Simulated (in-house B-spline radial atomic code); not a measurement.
# Neutral caesium: [Xe] 6s1

Computed with a B-spline radial code for spherical atoms: Dirac-Kohn-Sham LDA exchange-only, spherical fractional occupations, Fermi nucleus of rms radius 4.8041 fm.

Effective charges: Z_r = [3n² - l(l+1)]/(2<r>) from the radius, Z_e = n√(-2ε) from the energy, and Slater's rules. Values are occupation-weighted means over j. An effective charge above Z reflects the relativistic contraction of the inner shells.

```csv
shell,electrons,ε (eV),<r> (bohr),Z_r,Z_e,Slater
1s,2,-35727,0.02613,57.40,51.24,54.70
2s,2,-5601.5,0.1118,53.68,40.58,50.85
2p,6,-5037.9,0.098,51.02,38.49,50.85
3s,2,-1162.7,0.2992,45.12,27.73,43.75
3p,6,-979.94,0.2969,42.10,25.46,43.75
3d,10,-705.7,0.2738,38.35,21.61,33.85
4s,2,-217.89,0.6952,34.52,16.01,27.25
4p,6,-159.19,0.7397,31.09,13.68,27.25
4d,10,-72.651,0.8385,25.04,9.24,15.85
5s,2,-25.638,1.741,21.53,6.86,9.25
5p,6,-12.496,2.101,17.38,4.79,9.25
6s,1,-1.5873,5.867,9.20,2.05,2.20
```

The least bound orbital is 6s1/2 at -1.587 eV, and it is also the most diffuse (<r> = 5.867 bohr).

Spin-orbit splittings of the orbital energies (j = l + 1/2 above j = l - 1/2 when positive): 2p 351.8 eV, 3p 67.37 eV, 3d 14.32 eV, 4p 13.85 eV, 4d 2.293 eV, 5p 1.651 eV.

For the 1s electron the small component carries 4.11 % of the norm, the zero-frequency Breit interaction raises the level by 92.06 eV, self-energy by 53.14 eV, and vacuum polarisation lowers it by 7.561 eV.
